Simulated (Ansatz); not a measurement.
**Abstraction of Br: CBrCl2F + CH2I → CCl2F + CH2BrI**

Species: CBrCl2F (bromodichlorofluoromethane) `FC(Cl)(Cl)Br`, singlet; CH2I `[CH2]I`, doublet; CCl2F (dichlorofluoromethyl radical) `F[C](Cl)Cl`, doublet; CH2BrI (bromoiodomethane) `BrCI`, singlet. A radical takes Br: the energy is the difference in strength between two C–Br bonds in different surroundings.

Shapes, held fixed at every level: PBE0-D4/def2-TZVP. Programs: Ansatz 0.2.0. The zero-point and thermal change to 298 K, harmonic and unscaled (PBE0-D4/def2-TZVP), is +7.9 kJ/mol.

| level | kind | ΔH(298 K) (kJ/mol) | less CCSD(T)/def2-TZVPP |
| --- | --- | --- | --- |
| HF/def2-SVP | Hartree–Fock | -34.4 | -11.1 |
| HF/def2-TZVPP | Hartree–Fock | -34.4 | -11.1 |
| PBE0-D4/def2-TZVPP | global hybrid | -29.6 | -6.3 |
| B2PLYP/def2-TZVPP | double hybrid | -29.5 | -6.2 |
| MP2/def2-SVP | perturbation theory | -25.0 | -1.7 |
| MP2/def2-TZVPP | perturbation theory | -24.9 | -1.6 |
| CCSD/def2-SVP | coupled cluster or CI | -25.6 | -2.3 |
| CCSD(T)/def2-TZVPP | coupled cluster or CI | -23.3 | 0.0 |

The highest level, CCSD(T)/def2-TZVPP, gives ΔH(298 K) = -23.3 kJ/mol; the levels span -34.4 to -23.3. The column of differences is taken from that level and isn't an error. No measured value is set beside it here. Open shells run unrestricted unless RO is named. For atoms past krypton def2 sets carry core potentials with scalar relativity. Relativity is left out for Br unless named. Correlated rows may include outer-core shells of Br, I, which these sets cover unevenly.
